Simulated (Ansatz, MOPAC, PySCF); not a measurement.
System: SbF2 (charge 0, doublet). SMILES: [F][Sb][F]
Geometry: optimised at B3LYP-D3(BJ)/def2-TZVP (Ansatz, an electronic-structure program).

Unscaled harmonic wavenumbers (cm⁻¹) in rising order, each level at the stationary point that it reaches from this structure (no distance between atoms moves by over 0.3 Å); the order of modes can differ between levels, and a negative number is imaginary. B3LYP-D3(BJ)/def2-TZVP (PySCF, at the structure above): 199, 602, 621.

AM1 (MOPAC): 202, 1072, 1088. Zero-point energy 3.4 against 2.0 kcal/mol; where all levels lie over 400 cm⁻¹, the wavenumbers are on average 1.767 times those of B3LYP-D3(BJ)/def2-TZVP.

PM7 (MOPAC): 139, 597, 603. Zero-point energy 1.9 against 2.0 kcal/mol; where all levels lie over 400 cm⁻¹, the wavenumbers are on average 0.982 times those of B3LYP-D3(BJ)/def2-TZVP.

HF/3-21G (Ansatz): 248, 723, 735. Zero-point energy 2.4 against 2.0 kcal/mol; where all levels lie over 400 cm⁻¹, the wavenumbers are on average 1.193 times those of B3LYP-D3(BJ)/def2-TZVP.

HF/6-31G* with LANL2DZ past Ar (Ansatz): 237, 664, 685. Zero-point energy 2.3 against 2.0 kcal/mol; where all levels lie over 400 cm⁻¹, the wavenumbers are on average 1.104 times those of B3LYP-D3(BJ)/def2-TZVP.
